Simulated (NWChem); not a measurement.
System: WN₂H₃SF; SMILES [NH]=[W](=[NH])([F])[SH]

Here is an NWChem input.

```
start job
memory heap 200 mb stack 900 mb global 1100 mb
geometry units angstroms
  W     -0.090860     0.014827    -0.186095
  N     -1.537162    -1.025330    -0.112420
  H     -2.275695    -1.702058    -0.315952
  N      1.045166    -0.427578    -1.483760
  H      1.523175    -0.820485    -2.296559
  F     -0.501932     1.849586    -0.148730
  S      1.058015    -0.441972     1.854353
  H     -0.035640    -0.793758     2.547745
end
basis spherical
  * library def2-svp
end
ecp
  W library def2-ecp
end
dft
  xc pbe0
  iterations 150
end
driver
  maxiter 120
end
task dft optimize
```

Excerpt of the output:

```
             Northwest Computational Chemistry Package (NWChem) 7.3.0
             --------------------------------------------------------

 C1  symmetry detected

                             Geometry "geometry" -> ""
                             -------------------------

 Output coordinates in angstroms (scale by  1.889725989 to convert to a.u.)

  No.       Tag          Charge          X              Y              Z
 ---- ---------------- ---------- -------------- -------------- --------------
    1 W                   74.0000    -0.02386326    -0.24027973     0.00519965
    2 N                    7.0000    -0.87291142    -0.57644066    -1.52622359
    3 H                    1.0000    -1.52105317    -0.91712353    -2.23943079
    4 N                    7.0000    -0.94275775    -0.71650235     1.45401180
    5 H                    1.0000    -1.60995431    -1.09235810     2.13009754
    6 F                    9.0000     1.75220913    -0.85852894     0.01238938
    7 S                   16.0000     0.10966295     2.14043065     0.08517462
    8 H                    1.0000     0.08208381     2.32065276    -1.24425628

 Effective nuclear repulsion energy (a.u.)     913.7096415395

                                Z-matrix (autoz)
                                --------

 Units are Angstrom for bonds and degrees for angles

      Type          Name      I     J     K     L     M      Value
      ----------- --------  ----- ----- ----- ----- ----- ----------
    1 Stretch                  1     2                       1.78302
    2 Stretch                  1     4                       1.78051
    3 Stretch                  1     6                       1.88062
    4 Stretch                  1     7                       2.38579
    5 Stretch                  2     3                       1.02216
    6 Stretch                  4     5                       1.02152
    7 Stretch                  7     8                       1.34187
    8 Bend                     1     2     3               164.59466
    9 Bend                     1     4     5               166.91346
   10 Bend                     1     7     8                95.71956
   11 Bend                     2     1     4               113.74767
   12 Bend                     2     1     6               113.01788
   13 Bend                     2     1     7               104.09767
   14 Bend                     4     1     6               113.35062
   15 Bend                     4     1     7               105.57514
   16 Bend                     6     1     7               105.96581
   17 Torsion                  2     1     4     5           9.86889
   18 Torsion                  2     1     7     8         -27.02595
   19 Torsion                  3     2     1     4         -13.05286
   20 Torsion                  3     2     1     6         118.04863
   21 Torsion                  3     2     1     7        -127.44255
   22 Torsion                  4     1     7     8        -147.09512
   23 Torsion                  5     4     1     6        -121.06878
   24 Torsion                  5     4     1     7         123.37741
   25 Torsion                  6     1     7     8          92.39270

                           NWChem Geometry Optimization
                           ----------------------------

 maximum gradient threshold         (gmax) =   0.000450
 rms gradient threshold             (grms) =   0.000300
 maximum cartesian step threshold   (xmax) =   0.001800
 rms cartesian step threshold       (xrms) =   0.001200
 fixed trust radius                (trust) =   0.300000
 source of zmatrix                         =   autoz

          -------------------
          Energy Minimization
          -------------------

 Using diagonal initial Hessian
 Scaling for Hessian diagonals: bonds = 1.00  angles = 0.25  torsions = 0.10

          --------
          Step   0

                                 NWChem DFT Module
                                 -----------------

 Summary of "ao basis" -> "ao basis" (spherical)
 ------------------------------------------------------------------------------
       Tag                 Description            Shells   Functions and Types
 ---------------- ------------------------------  ------  ---------------------
 W                          def2-svp                12       32   6s3p2d1f
 N                          def2-svp                 6       14   3s2p1d
 H                          def2-svp                 3        5   2s1p
 F                          def2-svp                 6       14   3s2p1d
 S                          def2-svp                 8       18   4s3p1d

            General Information
            -------------------
          SCF calculation type: DFT
          Wavefunction type:  closed shell.
          No. of atoms     :     8
          No. of electrons :    56
           Alpha electrons :    28
            Beta electrons :    28
          Charge           :     0
          Spin multiplicity:     1
          Use of symmetry is: off; symmetry adaption is: off
          Maximum number of iterations: 150
          AO basis - number of functions:   107
                     number of shells:    47
          Convergence on energy requested:  1.00D-06
          Convergence on density requested:  1.00D-05
          Convergence on gradient requested:  5.00D-04

              XC Information
              --------------
                         PBE0 Method XC Functional
                     Hartree-Fock (Exact) Exchange  0.250
          PerdewBurkeErnzerhof Exchange Functional  0.750
            Perdew 1991 LDA Correlation Functional  1.000 local
           PerdewBurkeErnz. Correlation Functional  1.000 non-local

             Grid Information
             ----------------
          Grid used for XC integration:  medium
          Radial quadrature: Mura-Knowles
          Angular quadrature: Lebedev.
          Tag              B.-S. Rad. Rad. Pts. Rad. Cut. Ang. Pts.
          ---              ---------- --------- --------- ---------
          W                   1.35      123          10.0       590
          N                   0.65       49          11.0       434
          H                   0.35       45          12.0       434
          F                   0.50       49          10.0       434
          S                   1.00       88          11.0       590
          Grid pruning is: on
          Number of quadrature shells:   493
          Spatial weights used:  Erf1

      Superposition of Atomic Density Guess
      -------------------------------------

 Sum of atomic energies:        -679.80264651

      Non-variational initial energy
      ------------------------------

 Total energy =    -673.395967
 1-e energy   =   -1477.478041
 2-e energy   =     538.677956
 HOMO         =      -0.324313
 LUMO         =      -0.015194

   convergence    iter        energy       DeltaE   RMS-Dens  Diis-err
 ---------------- ----- ----------------- --------- --------- ---------
 d= 0,ls=0.0,diis     1   -675.5075568343 -9.41D+02  4.13D-02  3.18D+00
 d= 0,ls=0.0,diis     2   -671.5138500748  3.99D+00  3.35D-02  3.54D+01
 d= 0,ls=0.0,diis     3   -675.8581030539 -4.34D+00  5.09D-03  4.32D-01
 d= 0,ls=0.0,diis     4   -675.8839317411 -2.58D-02  1.91D-03  1.86D-01
 d= 0,ls=0.0,diis     5   -675.9010701038 -1.71D-02  4.21D-04  2.70D-03
  Resetting Diis
 d= 0,ls=0.0,diis     6   -675.9014226267 -3.53D-04  1.22D-04  2.65D-04
 d= 0,ls=0.0,diis     7   -675.9014514047 -2.88D-05  1.26D-04  3.12D-05
 d= 0,ls=0.0,diis     8   -675.9014367068  1.47D-05  8.38D-05  1.41D-04
 d= 0,ls=0.0,diis     9   -675.9014549871 -1.83D-05  1.80D-05  1.01D-05
 d= 0,ls=0.0,diis    10   -675.9014561662 -1.18D-06  2.77D-06  1.35D-07
 d= 0,ls=0.0,diis    11   -675.9014561750 -8.77D-09  1.77D-06  6.66D-08

         Total DFT energy =     -675.901456174960
      One electron energy =    -1481.247694962454
           Coulomb energy =      598.099821539908
    Exchange-Corr. energy =      -58.157701087334
 Nuclear repulsion energy =      265.404118334920

 Numeric. integr. density =       56.000011053617

                       DFT Final Molecular Orbital Analysis
                       ------------------------------------

[...]

      ----------------------
      Optimization converged
      ----------------------

  Step       Energy      Delta E   Gmax     Grms     Xrms     Xmax
  ---- ---------------- -------- -------- -------- -------- --------
@   13    -675.90924187  1.3D-07  0.00007  0.00002  0.00052  0.00116
                                     ok       ok       ok       ok

                                Z-matrix (autoz)
                                --------

 Units are Angstrom for bonds and degrees for angles

      Type          Name      I     J     K     L     M      Value     Gradient
      ----------- --------  ----- ----- ----- ----- ----- ---------- ----------
    1 Stretch                  1     2                       1.74351    0.00000
    2 Stretch                  1     4                       1.74188   -0.00001
    3 Stretch                  1     6                       1.88213   -0.00003
    4 Stretch                  1     7                       2.35199   -0.00007
    5 Stretch                  2     3                       1.01533   -0.00004
    6 Stretch                  4     5                       1.01596    0.00001
    7 Stretch                  7     8                       1.35377    0.00000
    8 Bend                     1     2     3               157.03728   -0.00000
    9 Bend                     1     4     5               156.12735   -0.00000
   10 Bend                     1     7     8                96.15346    0.00001
   11 Bend                     2     1     4               111.32049   -0.00000
   12 Bend                     2     1     6               109.47867    0.00001
   13 Bend                     2     1     7               106.80201   -0.00000
   14 Bend                     4     1     6               110.19262    0.00000
   15 Bend                     4     1     7               102.06303   -0.00001
   16 Bend                     6     1     7               116.77725   -0.00000
   17 Torsion                  2     1     4     5          -1.05414    0.00001
   18 Torsion                  2     1     7     8         -41.31094   -0.00001
   19 Torsion                  3     2     1     4           1.88341   -0.00001
   20 Torsion                  3     2     1     6         123.96178    0.00000
   21 Torsion                  3     2     1     7        -108.73839    0.00001
   22 Torsion                  4     1     7     8        -158.24111   -0.00000
   23 Torsion                  5     4     1     6        -122.71829   -0.00001
   24 Torsion                  5     4     1     7         112.56890   -0.00000
   25 Torsion                  6     1     7     8          81.54606    0.00001

                         Geometry "geometry" -> "geometry"
                         ---------------------------------

 Output coordinates in angstroms (scale by  1.889725989 to convert to a.u.)

  No.       Tag          Charge          X              Y              Z
 ---- ---------------- ---------- -------------- -------------- --------------
    1 W                   74.0000     0.02314277    -0.17945618    -0.02294291
    2 N                    7.0000    -0.82750356    -0.62211371    -1.47905775
    3 H                    1.0000    -1.58096214    -1.00456339    -2.04201957
    4 N                    7.0000    -0.86149124    -0.66046288     1.39839403
    5 H                    1.0000    -1.63366467    -1.06668211     1.91888864
    6 F                    9.0000     1.72911354    -0.97448100    -0.02638796
    7 S                   16.0000    -0.05216381     2.16686894     0.12183673
    8 H                    1.0000     0.17694508     2.40074044    -1.19174889

 Effective nuclear repulsion energy (a.u.)     925.8596403058

                Final and change from initial internal coordinates
                --------------------------------------------------

                                Z-matrix (autoz)
                                --------

 Units are Angstrom for bonds and degrees for angles

      Type          Name      I     J     K     L     M      Value       Change
      ----------- --------  ----- ----- ----- ----- ----- ---------- ----------
    1 Stretch                  1     2                       1.74351   -0.03951
    2 Stretch                  1     4                       1.74188   -0.03863
    3 Stretch                  1     6                       1.88213    0.00151
    4 Stretch                  1     7                       2.35199   -0.03380
    5 Stretch                  2     3                       1.01533   -0.00683
    6 Stretch                  4     5                       1.01596   -0.00556
    7 Stretch                  7     8                       1.35377    0.01190
    8 Bend                     1     2     3               157.03728   -7.55739
    9 Bend                     1     4     5               156.12735  -10.78611
   10 Bend                     1     7     8                96.15346    0.43390
   11 Bend                     2     1     4               111.32049   -2.42718
   12 Bend                     2     1     6               109.47867   -3.53921
   13 Bend                     2     1     7               106.80201    2.70434
   14 Bend                     4     1     6               110.19262   -3.15800
   15 Bend                     4     1     7               102.06303   -3.51211
   16 Bend                     6     1     7               116.77725   10.81144
   17 Torsion                  2     1     4     5          -1.05414  -10.92303
   18 Torsion                  2     1     7     8         -41.31094  -14.28499
   19 Torsion                  3     2     1     4           1.88341   14.93627
   20 Torsion                  3     2     1     6         123.96178    5.91315
   21 Torsion                  3     2     1     7        -108.73839   18.70416
   22 Torsion                  4     1     7     8        -158.24111  -11.14599
   23 Torsion                  5     4     1     6        -122.71829   -1.64951
   24 Torsion                  5     4     1     7         112.56890  -10.80852
   25 Torsion                  6     1     7     8          81.54606  -10.84663

 ==============================================================================
                                internuclear distances
 ------------------------------------------------------------------------------
       center one      |      center two      | atomic units |  angstroms
 ------------------------------------------------------------------------------
    2 N                |   1 W                |     3.29475  |     1.74351
    3 H                |   2 N                |     1.91869  |     1.01533
    4 N                |   1 W                |     3.29167  |     1.74188
    5 H                |   4 N                |     1.91989  |     1.01596
    6 F                |   1 W                |     3.55671  |     1.88213
    7 S                |   1 W                |     4.44462  |     2.35199
    8 H                |   7 S                |     2.55825  |     1.35377
 ------------------------------------------------------------------------------
                         number of included internuclear distances:          7
 ==============================================================================
```

Level: PBE0/def2-SVP with def2 effective core potentials on W. Not confirmed as a minimum by frequencies. def2 effective core potentials on W; no spin-orbit coupling.
